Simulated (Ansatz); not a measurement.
Born–Oppenheimer molecular dynamics of ClFGeH₄ (7 atoms, charge 0, multiplicity 1). It starts at the highest image of a converged band. Of that band: Neighbouring images differ by up to 1.7 eV, so the band resolves the path poorly. A vibrational analysis at the climbing image gives one clearly imaginary mode, 828i cm⁻¹: a first-order saddle point.

The calculation used RKS PBE/def2-SVP (Ansatz 0.2.0).

```
ensemble                      : NVE (velocity Verlet)
time step                     : 0.5 fs
steps asked                   : 200
starting velocities drawn for : 300 K
seed                          : 11715
```

First frame:

```xyz
7
Properties=species:S:1:pos:R:3
Ge 0.179 0.132 -0.067
H -0.680 0.483 1.486
Cl 2.036 0.019 -1.247
H -0.700 1.123 -0.857
H -0.192 -1.363 0.065
F 1.321 1.103 1.391
H 0.265 0.909 1.739
```

Q: How far do the bonds stretch over the last three quarters of this one trajectory? (Pairs bonded in most of those frames.)

A: 
```json
{"bond": "Ge1–Cl3", "mean (Å)": "2.172", "spread (Å)": "0.034", "shortest": "2.13", "longest": "2.24"}
{"bond": "Ge1–H4", "mean (Å)": "1.550", "spread (Å)": "0.040", "shortest": "1.49", "longest": "1.61"}
{"bond": "Ge1–H5", "mean (Å)": "1.549", "spread (Å)": "0.014", "shortest": "1.53", "longest": "1.58"}
{"bond": "Ge1–F6", "mean (Å)": "1.807", "spread (Å)": "0.142", "shortest": "1.59", "longest": "2.00"}
{"bond": "H2–H7", "mean (Å)": "0.773", "spread (Å)": "0.018", "shortest": "0.75", "longest": "0.83"}
```

Mean temperature of the second half: 2240 K. The conserved energy stayed within 0.13 meV per atom of its start (net change 0.12 meV per atom), so the integration is sound. The kinetic energy rose, since the run started high on the potential surface and went downhill. It ends in pieces (ClFGeH2 + H2), so much of that is their flight and rotation, not heat. A run of 0.1 ps of so small a system gives no equilibrium averages. The orbitals stay closed-shell, which can raise the energy where a bond breaks towards radicals; this wasn't checked here.

Run time: 3.9 min on 2 threads of Arm Neoverse V1 (shared host), peak memory 0.12 GiB.
